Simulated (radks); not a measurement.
Task: Valence configurations of Gd+ (all share [Xe]). Calculated with a radial shooting solver on a logarithmic mesh with Libxc functionals: scalar-relativistic Kohn-Sham, SCAN, spin-unpolarised, spherical densities, finite nucleus; meta-GGA in the generalised Kohn-Sham scheme; Fermi nuclear charge, rms radius 5.1569 fm. Order these by energy: 4f8 6s1; 4f7 5d1 6p1; 4f6 5d1 6s1 6p1; 4f6.5 5d1.5 6s1; 4f7 5d0.5 6s1 6p0.5; 4f6 5d1.5 6s1 6p0.5; 4f5 5d1 6s1 6p2; 4f7.5 5d1 6s0.5; 4f7 5d1 6s1; 4f8 5d1.

Result: From the lowest, in eV above it: 4f8 6s1 0.000; 4f8 5d1 1.800; 4f7.5 5d1 6s0.5 2.341; 4f7 5d1 6s1 4.381; 4f7 5d0.5 6s1 6p0.5 5.838; 4f7 5d1 6p1 7.967; 4f6.5 5d1.5 6s1 8.377; 4f6 5d1.5 6s1 6p0.5 15.771; 4f6 5d1 6s1 6p1 18.102; 4f5 5d1 6s1 6p2 41.518. NIST lists [Xe] 4f7 5d1 6s1 as the ground configuration; this level of theory puts 4f8 6s1 lower, by 4.381 eV. The energies are those of spherical spin-averaged densities, not of single terms.
